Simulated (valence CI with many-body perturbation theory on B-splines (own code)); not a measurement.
# Questions on Cr¹⁹⁺

Computed by configuration interaction combined with many-body perturbation theory (CI+MBPT): three valence electrons over a frozen Dirac-Fock core [He], a basis of 9 s, 9 p, 8 d, 6 f, 3 g, 1 h functions for each j, with the one-electron correlation potential Σ1, the two-electron term Σ2, the three-electron term Σ3, Breit, model QED; selected CI, second order for the rest, scaled by the run's own slope (own B-spline code, finite nucleus).

No measured levels were compared; by estimate levels of excited configurations hold to 0.05 to 0.15 % of their energy, terms of the ground configuration to about 0.5 %.

Names give the largest LS component (configuration and term), which can be under half, so a name can repeat, a term be missing and a line seem to break the LS rules; names also repeat where a configuration has a term twice.

Rates and lifetimes use the calculated energies. Strong lines usually hold to 10 to 20 %, long lifetimes can be off by a factor of two.

Q: What is the ground level?

A: 2s²2p ²P°_1/2, composition 98 % 2s²2p ²P° + 2 % 2p³ ²P°, g = 0.662.

Q: Where does the other parity begin?

A: At 2s2p² ⁴P_1/2, 44.01 eV.

Q: How well does LS coupling describe the low levels?

A: Among the lowest 20 levels the leading LS term, summed over configurations, holds 93 % on average. For single configurations the figures are 91 % in LS and 78 % in jj coupling. Terms mix most in the J = 1/2 level at 105.14 eV, where the leading one holds 54 %.

Q: Among levels below 942.13 eV, which E1 lines absorb most strongly from the ground level?

A: to 2s²3d ²D_3/2 at 1.411 nm, f = 0.667; to 2s2p3p ⁴S_3/2 at 1.367 nm, f = 0.140; to 2s2p3p ²P_1/2 at 1.375 nm, f = 0.115.

Q: How is the term ²P° of the ground level split?

A: J = 1/2 at 0.00, J = 3/2 at 10.29 eV.
